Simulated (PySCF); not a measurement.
La- (lanthanum, charge -1): LDA calculation

Configuration: [Xe] 5d2 6s2, high-spin 3F determinant. All numbers are calculated (PySCF 2.14, scalar relativity through the core potential, in def2-QZVPPD with the def2 core potential (46 electrons) (7s5p4d3f2g, 81 functions)).

```
Total energy                : -31.4194 hartree
One-electron energy         : -53.8272 hartree
Hartree (Coulomb) energy    : 26.6300 hartree
Exchange-correlation energy : -4.2222 hartree
⟨S²⟩                        : 2.0130
⟨L²⟩                        : 12.007
Sum of ⟨r⟩                  : 32.22 bohr
Sum of ⟨r²⟩                 : 127.3 bohr²
```

| shell | electrons | mean orbital energy (eV) | rms radius, mean of both spins (bohr) |
| --- | --- | --- | --- |
| 5s α | 1 | -34.286 | 1.67 |
| 5s β | 1 | -33.830 | 1.67 |
| 5p α | 3 | -17.206 | 1.96 |
| 5p β | 3 | -16.630 | 1.96 |
| 6s α | 1 | 0.264 | 5.76 |
| 6s β | 1 | 0.727 | 5.76 |
| 5d α | 2 | 1.465 | 4.01 |

Energies and moments cover only the electrons outside the core potential. Spin-orbit coupling, absent here, splits the open shell strongly. At LDA the highest occupied level has a positive energy, so only the finite basis holds that electron; in a semilocal or global hybrid functional this comes from self-interaction and does not mean that the real anion is unbound.
